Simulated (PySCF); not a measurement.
A run for PySCF: R-B3LYP/6-311+G** on C2H4F2 (SMILES FCCF), a point of a torsion scan.

```python
from pyscf import gto, scf, dft, mp
from pyscf.data.elements import chemcore

mol = gto.M(
    atom='''
    F     1.36041531    0.67450375   -0.83183507
    C     0.74785714   -0.15236181    0.07004561
    C    -0.76326402    0.03492247   -0.02685288
    F    -1.37568818   -0.79197875    0.87509236
    H     1.11479308    0.11476084    1.06615795
    H     1.03380635   -1.17996961   -0.17585884
    H    -1.04929167    1.06249628    0.21912656
    H    -1.13022003   -0.23224159   -1.02297226
    ''',
    basis='6-311+g**',
    charge=0, spin=0, verbose=3, max_memory=1800)
mf = dft.RKS(mol, xc='b3lyp')
mf.conv_tol = 1e-8
mf.max_cycle = 100
mf.kernel()
if not mf.converged:
    mf = mf.newton().run(mf.mo_coeff, mf.mo_occ)
```

Output:

```
converged SCF energy = -278.382223914914
```

The run converged.

Cost: around 2.7 core-seconds (rough).
